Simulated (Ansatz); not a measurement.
The cluster Pb5Se10, relaxed as a singlet with RKS PBE-D4/def2-SVP in Ansatz, starting from the GFN1-xTB geometry. Force threshold 0.03 eV/Å.

In the def2 sets Pb takes a core potential; there is no spin–orbit coupling. Single mean-field runs in def2-SVP are fitted with def2-universal-jkfit. The structure comes from a short search, and lower isomers may exist.

Start:

```xyz
15

Pb    2.4642    2.4204   -0.7169
Pb   -2.6034    0.6366   -0.5805
Pb    1.0171   -1.5285    0.7524
Pb   -2.5889   -2.6252    2.0558
Pb   -1.4634    2.4791    2.4842
Se   -0.4987   -0.9333   -1.5740
Se   -1.9240   -3.0609   -0.5518
Se   -1.4429    3.0612   -0.0195
Se    4.1159    1.5162    1.2367
Se    3.0361   -1.6802   -1.1394
Se    0.7320    0.7709   -2.8166
Se    1.7483    1.0392    1.4999
Se   -4.1196   -2.1723   -0.1059
Se   -1.4993   -0.1564    1.8194
Se    3.0266    0.2333   -2.3438
```

(1) Estimate the energy that the relaxation releases and the steps that it takes.

(2) Does the start keep its bonding and symmetry?

(3) Predict the relaxed structure.

Answers

(1) 1.92 eV, in 26 steps; 1.9 min on 2 threads of AMD EPYC 7R13 on a shared host and a share (18 GiB) of an NVIDIA H100 80GB HBM3. No frequencies were taken in this run, so the end may be a saddle point.

(2) Bonds lost: Pb1–Se15, Pb3–Se12, Se6–Se7 (atoms count from 1). Bonds formed: Pb1–Se8, Pb3–Se7, Pb5–Se9, Pb5–Se12 (atoms count from 1).

(3) 
```
atom   x (Å)   y (Å)   z (Å)
 Pb1   1.982   2.421  -0.605
 Pb2  -2.551   0.905  -0.304
 Pb3   0.641  -1.551   0.221
 Pb4  -3.180  -2.469   1.964
 Pb5  -0.005   2.523   2.668
 Se6  -0.867  -0.631  -2.118
 Se7  -1.387  -3.684   0.070
 Se8  -0.699   3.099  -0.015
 Se9   2.742   3.428   2.173
Se10   2.178  -2.699  -1.930
Se11   0.825   0.724  -3.091
Se12   2.339   1.046   1.910
Se13  -3.229  -2.434  -0.856
Se14  -1.666  -0.159   2.133
Se15   2.877  -0.518  -2.220
```
Bond lengths (bridged metal pairs left out): 15 × Pb–Se 2.77 to 3.05 Å; 5 × Se–Se 2.31 to 2.55 Å.
